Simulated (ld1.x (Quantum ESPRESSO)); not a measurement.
What one change does to a pseudopotential (arsenic, TM semilocal)

As, norm-conserving Troullier–Martins (semilocal form), made with ld1.x (Quantum ESPRESSO) 7.5 (PBEsol, scalar-relativistic). Core [Ar] 3d10, reference 4s2 4p3. Waves: 4s (bound): rc 1.65 bohr; 4p (bound): rc 1.70 bohr. Local part: the p channel. Core correction: Bessel-smoothed model core inside 0.90 bohr.

All-electron outer shells of the reference configuration (PBEsol, scalar-relativistic, ld1.x):

```
shell  level (eV)  outermost node (bohr)  outermost maximum (bohr)
   3p     -133.47                   0.22                      0.52
   3d      -40.64                      –                      0.47
   4s      -14.50                   0.73                      1.61
   4p       -5.20                   0.78                      1.97
```

Change: wave 4s (bound): rc 1.65 bohr becomes 4s (bound): rc 1.00 bohr.

Cutoffs: the cutoffs (Ry, on a coarse ladder) from which the occupation-weighted sum of valence levels, in a spherical-Bessel basis at the reference potential, stays within 10 and 1 mRy of its value at 400 Ry; they do not see the model core or the augmentation charge, which bear on the density cutoff. Errors are all-electron minus pseudo energies relative to the spin-unpolarised reference configuration.

Q: Predict the effect on cutoff, ghosts and configuration errors.

A: The s channel binds one level more than in the base; of the 7 tests that both files solve, the error grows in 2 and shrinks in 4 by more than 15 % and 0.3 meV (median size 20.9 → 12.0 meV); the range in which the s phases agree narrows (upper end at the end of the scan → -0.5); neither file shows a bound ghost. A semilocal file is local in each channel, so a ghost entry of none says nothing of the separable form that plane-wave codes build from it.

```tsv
quantity	base	changed
cutoff, loose	35 Ry	230 Ry
cutoff, tight	50 Ry	over 300 Ry
loose cutoff by channel (10 mRy a level)	s 18 Ry, p 6 Ry	s 200 Ry, p 6 Ry
bound ghosts	none	none
error for 4s2 4p2, meV [ΔE 9.16 eV]	-2.8	-2.0
error for 4s2 4p1, meV [ΔE 27.10 eV]	-21	-11
error for 4s2 4p0, meV [ΔE 54.82 eV]	-90	-43
error for 4s2 4p3.3, meV [ΔE -1.23 eV]	+0.1	+0.1
error for 4s1 4p0, meV [ΔE 105.45 eV]	-359	-12
error for 4s1 4p4, meV [ΔE 9.42 eV]	-8.8	-20
error for 4s0 4p5, meV [ΔE 19.07 eV]	-34	-175
s: phases at 1.84 bohr within 0.05 rad from the reference energy up to (Ry; the scan ends near 5)	to the end of the scan	-0.5
p: phases at 1.84 bohr within 0.05 rad from the reference energy up to (Ry; the scan ends near 5)	to the end of the scan	to the end of the scan
```
